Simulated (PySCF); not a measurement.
C2H4BFO2, SMILES O=C(B(F)O)C. Geometry optimised at B3LYP-D3(BJ)/def2-SVP. This is a generated structure with no PubChem entry under its InChIKey; it may be hypothetical. Other conformers were not sampled.

Problem. Give the equilibrium geometry at B3LYP-D3(BJ)/def2-SVP (PySCF confirms it by a frequency run) as bond lengths and angles, and its point group. (Estimate from the structure and the level; the computed values follow.)

Solution. One answer among several that fit: point group Cs.
Atoms: C1 C2 O3 B4 O5 F6 H7 H8 H9 H10. Bonded distances (Å): C1–C2 1.505, C1–H7 1.104, C1–H8 1.104, C1–H9 1.099, C2–O3 1.223, C2–B4 1.618, B4–O5 1.337, B4–F6 1.328, O5–H10 0.975. Bond angles (°): C2–C1–H7 109.7, C2–C1–H8 109.7, C2–C1–H9 110.9, H7–C1–H8 106.0, H7–C1–H9 110.3, H8–C1–H9 110.3, C1–C2–O3 122.5, C1–C2–B4 121.9, O3–C2–B4 115.6, C2–B4–O5 117.1, C2–B4–F6 122.0, O5–B4–F6 120.9, B4–O5–H10 107.8.
